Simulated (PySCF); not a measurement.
Zr+ (zirconium, charge +1) across methods

[Kr] 4d3, high-spin 4F determinant (an excited configuration). All numbers are calculated (PySCF 2.14, scalar relativity through the core potential, in aug-cc-pwCVDZ-PP with ECP28MDF (6s6p5d3f, 70 functions)).

```json
{"method": "revPBE", "E (hartree)": "-46.5447", "mean ε 4p α (eV)": "-37.036", "mean ε 4p β (eV)": "-35.501", "mean ε 4d α (eV)": "-8.963", "Σ⟨r²⟩ (bohr²)": "35.36", "⟨S²⟩": "3.751"}
{"method": "r2SCANh", "E (hartree)": "-46.5176", "mean ε 4p α (eV)": "-38.893", "mean ε 4p β (eV)": "-36.739", "mean ε 4d α (eV)": "-9.561", "Σ⟨r²⟩ (bohr²)": "34.80", "⟨S²⟩": "3.752"}
{"method": "LDA", "E (hartree)": "-46.3578", "mean ε 4p α (eV)": "-37.123", "mean ε 4p β (eV)": "-35.596", "mean ε 4d α (eV)": "-9.028", "Σ⟨r²⟩ (bohr²)": "35.69", "⟨S²⟩": "3.750"}
{"method": "B97-3", "E (hartree)": "-46.5066", "mean ε 4p α (eV)": "-39.699", "mean ε 4p β (eV)": "-37.655", "mean ε 4d α (eV)": "-9.946", "Σ⟨r²⟩ (bohr²)": "34.86", "⟨S²⟩": "3.751"}
{"method": "TPSSh", "E (hartree)": "-46.4953", "mean ε 4p α (eV)": "-38.265", "mean ε 4p β (eV)": "-36.375", "mean ε 4d α (eV)": "-9.350", "Σ⟨r²⟩ (bohr²)": "35.08", "⟨S²⟩": "3.751"}
{"method": "UHF", "E (hartree)": "-46.09713", "mean ε 4p α (eV)": "-46.445", "mean ε 4p β (eV)": "-42.322", "mean ε 4d α (eV)": "-12.899", "Σ⟨r²⟩ (bohr²)": "34.56", "⟨S²⟩": "3.755"}
{"method": "PBE0", "E (hartree)": "-46.4998", "mean ε 4p α (eV)": "-39.594", "mean ε 4p β (eV)": "-37.461", "mean ε 4d α (eV)": "-10.079", "Σ⟨r²⟩ (bohr²)": "34.96", "⟨S²⟩": "3.752"}
{"method": "r2SCAN", "E (hartree)": "-46.5266", "mean ε 4p α (eV)": "-38.017", "mean ε 4p β (eV)": "-36.039", "mean ε 4d α (eV)": "-9.129", "Σ⟨r²⟩ (bohr²)": "34.90", "⟨S²⟩": "3.752"}
{"method": "PBE", "E (hartree)": "-46.5069", "mean ε 4p α (eV)": "-37.074", "mean ε 4p β (eV)": "-35.517", "mean ε 4d α (eV)": "-8.995", "Σ⟨r²⟩ (bohr²)": "35.43", "⟨S²⟩": "3.751"}
```

Energies and moments cover only the electrons outside the core potential.
